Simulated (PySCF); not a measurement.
## Argon: a sound run and one with changed settings

Sound run: Ar⁺ [Ne] 3s2 3p5, Ar²⁺ [Ne] 3s2 3p4. All numbers are calculated (PySCF 2.14, the spin-free X2C one-electron Hamiltonian (Gaussian nucleus), in jorge-DZP-DKH (7s4p1d, 24 functions)). The sound run starts from symmetry-adapted Hartree-Fock orbitals and uses a fine grid where one is needed.

Changed run: radial step 0.5 in ln r (0.13 in the sound run). This setting is unsound on purpose.

| species | method | sound run (hartree) | changed run (hartree) | converged |
| --- | --- | --- | --- | --- |
| Ar⁺ | UHF | -528.07394 | -528.07394 | yes |
| Ar⁺ | TPSS | -528.79336 | -528.77347 | yes |
| Ar⁺ | MN15 | -528.96327 | -528.79362 | yes |
| Ar²⁺ | UHF | -527.10425 | -527.10425 | yes |
| Ar²⁺ | TPSS | -527.77820 | -527.76845 | yes |
| Ar²⁺ | MN15 | -527.94109 | -527.78387 | yes |

Ionisation energy of Ar⁺:

| method | sound run (eV) | changed run (eV) |
| --- | --- | --- |
| UHF | 26.386 | 26.386 |
| TPSS | 27.624 | 27.348 |
| MN15 | 27.815 | 27.477 |

A coarse radial grid mis-integrates the density and the exchange-correlation energy, with errors of either sign; Hartree-Fock needs no grid.

For comparison, NIST gives 27.630 eV between the lowest levels.
